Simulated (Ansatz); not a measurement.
dimethoxyethane (C4H10O2), singlet, at a GFN2-xTB geometry; PBE0/STO-3G (Ansatz, an electronic-structure program).

Here is a job for Ansatz.
Ansatz 0.2 input:
```yaml
crystal:
  periodic: [false, false, false]
  atoms:
    - {symbol: C, position_ang: [2.72391810, 0.61849359, -0.04828470]}
    - {symbol: O, position_ang: [1.46799295, 0.22528122, 0.43744296]}
    - {symbol: C, position_ang: [0.73171646, -0.53298279, -0.49139705]}
    - {symbol: C, position_ang: [-0.66329302, -0.78508739, 0.06805032]}
    - {symbol: O, position_ang: [-1.49517989, 0.29843247, -0.26923304]}
    - {symbol: C, position_ang: [-2.76725385, 0.21630168, 0.31640991]}
    - {symbol: H, position_ang: [3.34489932, -0.25195343, -0.29834656]}
    - {symbol: H, position_ang: [3.20104761, 1.18758433, 0.74676361]}
    - {symbol: H, position_ang: [2.62728334, 1.24803258, -0.94164979]}
    - {symbol: H, position_ang: [1.24064897, -1.49173030, -0.68129414]}
    - {symbol: H, position_ang: [0.63663919, 0.00913888, -1.44304535]}
    - {symbol: H, position_ang: [-1.07400645, -1.71837604, -0.34974959]}
    - {symbol: H, position_ang: [-0.59087972, -0.89062330, 1.15992421]}
    - {symbol: H, position_ang: [-3.29594577, -0.69105971, -0.00453680]}
    - {symbol: H, position_ang: [-2.70325538, 0.21544940, 1.41170086]}
    - {symbol: H, position_ang: [-3.31946172, 1.09347742, -0.01411672]}
basis:
  gaussian:
    orbitals: STO-3G
hamiltonian:
  xc: pbe0
accuracy: high
```

It wrote (shortened):

```
Functional definition: PBE0
853 factors; integrals over basis functions are off by at most 3.1e-8 eV
mean field evaluation 1: about -8286.6107 eV, gradient 1.9e1 eV
mean field evaluation 2: about -8286.8221 eV, gradient 1.9e1 eV
mean field evaluation 4: about -8287.7275 eV, gradient 3.4e-1 eV
mean field evaluation 8: about -8287.7114 eV, gradient 2.2e-3 eV
mean field evaluation 16: about -8287.7114 eV, gradient 7.1e-8 eV
mean field -8287.71141781 eV, -304.5677769918 hartree, gradient 9.8e-9 eV, S^2 0.000000; 0 other end points of the search recorded, 0 dependent functions left out
reference -8287.71142014 eV, -304.5677770777 hartree; 25, 25 occupied and 15, 15 virtual orbitals, 853 factors
Total energy: -8287.71142014 eV, -304.5677770777 hartree
```
